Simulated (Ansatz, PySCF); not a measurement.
Ways to break one bond of C[C@@H]1CC[C@H](C)C1:

A. C[C@@H]1CC[C@H](C)C1 → C[C]1CC[C@H](C)C1 + H atom
B. C[C@@H]1CC[C@H](C)C1 → C[C@H]1C[CH][C@@H](C)C1 + H atom
C. C[C@@H]1CC[C@H](C)C1 → C[C@@H]1C[CH][C@H](C)C1 + H atom
D. C[C@@H]1CC[C@H](C)C1 -> C[C@@H]1[CH][C@H](C)CC1 + H atom
E. C[C@@H]1CC[C@H](C)C1 -> [CH3] (CH3) + C[C@@H]1C[CH]CC1
F. C[C@@H]1CC[C@H](C)C1 -> [CH2][C@@H]1CC[C@H](C)C1 + H atom
G. C[C@@H]1CC[C@H](C)C1 -> C[C@H]1C[CH]CC1 + [CH3] (CH3)
H. C[C@@H]1CC[C@H](C)C1 → C[C]1CC[C@@H](C)C1 + H atom

Quantity: bond dissociation energy (enthalpy at 298 K, with B3LYP-D3(BJ) rigid-rotor harmonic-oscillator terms), kcal/mol. Structures are relaxed separately at B3LYP-D3(BJ)/def2-TZVP in Ansatz (a program for electronic structure), one conformer each, not searched for the lowest. Frequencies are from Ansatz or PySCF. Correlated levels leave the core frozen unless marked. UHF or UKS for open shells. No spin-orbit coupling. No relativistic terms. Basis-set limits of correlation are two-point, X^-3; Hartree-Fock from the larger set. The bracket is a focal-point correction in the basis named.

```csv
,HF/6-31G* (Ansatz),MP2/cc-pVDZ (Ansatz),SCS-MP2/6-31G (Ansatz),"RI-MP2/CBS(cc-pVTZ,cc-pVQZ)+[CCSD(T)-MP2]/cc-pVTZ (Ansatz)"
A,69.1,90.5,84.3,95.3
B,71.4,92.2,86.7,97.1
C,71.4,92.2,86.7,97.1
D,72.6,93.3,87.8,98.0
E,56.8,88.5,78.6,86.6
F,76.5,97.1,91.1,102.0
G,56.8,88.5,78.6,86.6
H,69.1,90.5,84.3,95.3
```
